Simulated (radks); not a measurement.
Problem. Si5+, configuration [He] 2s1 2p6 (not the ground configuration). Method: scalar-relativistic Kohn-Sham, BLYP, spin-polarised, spherical densities, finite nucleus; open shells are filled with parallel spins first; Fermi nuclear charge, rms radius 3.1224 fm; computed with a radial shooting solver on a logarithmic mesh with Libxc functionals. Some entries of the table are withheld. Estimate them.

orbital  occ.  eigenvalue (hartree)  r(max) (bohr)
1s up       1             -69.48009        0.07253
1s down     1             -69.41126        0.07258
2s up       1              -8.49024         0.4470
2p up       3                   (1)         0.3779
2p down     3                   (2)         0.3772

Solution. 
(1) 2p up eigenvalue (hartree): -6.91454
(2) 2p down eigenvalue (hartree): -6.79245
